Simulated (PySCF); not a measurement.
A calculated (PBE0, PySCF 2.14, def2-SVP, the non-relativistic Hamiltonian (point nucleus)) atom or ion has these occupied shells.

```json
{"shell": "1s α", "electrons": "1", "orbital energy (eV)": "-6977.6", "rms radius, mean of both spins (bohr)": "0.0685"}
{"shell": "1s β", "electrons": "1", "orbital energy (eV)": "-6977.6", "rms radius, mean of both spins (bohr)": "0.0685"}
{"shell": "2s α", "electrons": "1", "orbital energy (eV)": "-822.88", "rms radius, mean of both spins (bohr)": "0.292"}
{"shell": "2s β", "electrons": "1", "orbital energy (eV)": "-820.69", "rms radius, mean of both spins (bohr)": "0.292"}
{"shell": "2p α", "electrons": "3", "orbital energy (eV)": "-709.35", "rms radius, mean of both spins (bohr)": "0.262"}
{"shell": "2p β", "electrons": "3", "orbital energy (eV)": "-707.52", "rms radius, mean of both spins (bohr)": "0.262"}
{"shell": "3s α", "electrons": "1", "orbital energy (eV)": "-99.488", "rms radius, mean of both spins (bohr)": "0.882"}
{"shell": "3s β", "electrons": "1", "orbital energy (eV)": "-93.948", "rms radius, mean of both spins (bohr)": "0.882"}
{"shell": "3p α", "electrons": "3", "orbital energy (eV)": "-65.786", "rms radius, mean of both spins (bohr)": "0.941"}
{"shell": "3p β", "electrons": "3", "orbital energy (eV)": "-59.815", "rms radius, mean of both spins (bohr)": "0.941"}
{"shell": "3d α", "electrons": "5", "orbital energy (eV)": "-11.241", "rms radius, mean of both spins (bohr)": "1.22"}
{"shell": "3d β", "electrons": "1", "orbital energy (eV)": "-7.384", "rms radius, mean of both spins (bohr)": "1.22"}
{"shell": "4s α", "electrons": "1", "orbital energy (eV)": "-6.003", "rms radius, mean of both spins (bohr)": "3.37"}
{"shell": "4s β", "electrons": "1", "orbital energy (eV)": "-5.290", "rms radius, mean of both spins (bohr)": "3.37"}
```

Q: Name the element and its charge.

A: Fe (iron, neutral), in [Ar] 3d6 4s2, high-spin 5D determinant.
